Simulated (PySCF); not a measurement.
These are B3LYP-D3(BJ)/def2-TZVP // PBE-D3(BJ)/def2-SVP run with PySCF values and carry that method's errors. Isolated molecules, 0 K electronic values unless said otherwise. One relaxed conformer stands for a flexible species; it need not be the lowest. B3LYP has the VWN-RPA correlation part, as in Gaussian. 

Reference species: [Zn(F)2] (neutral, multiplicity 1).

| Quantity | Result |
|---|---|
| charge on the central atom (meta-Löwdin) | 1.43 e |
| HOMO | -10.29 eV |
| HOMO–LUMO gap | 7.86 eV |

Changed species: [Zn(CH3)2] (2 of 2 F replaced by CH3; the reference has 0 of 2 F replaced by CH3).

Problem. Give the shifts of the charge on the central atom (meta-Löwdin), HOMO and HOMO–LUMO gap.

Solution. the charge on the central atom (meta-Löwdin) decreases by 0.39 e, to 1.04 e; the HOMO rises by 3.34 eV, to -6.95 eV; the HOMO–LUMO gap falls by 1.01 eV, to 6.85 eV.
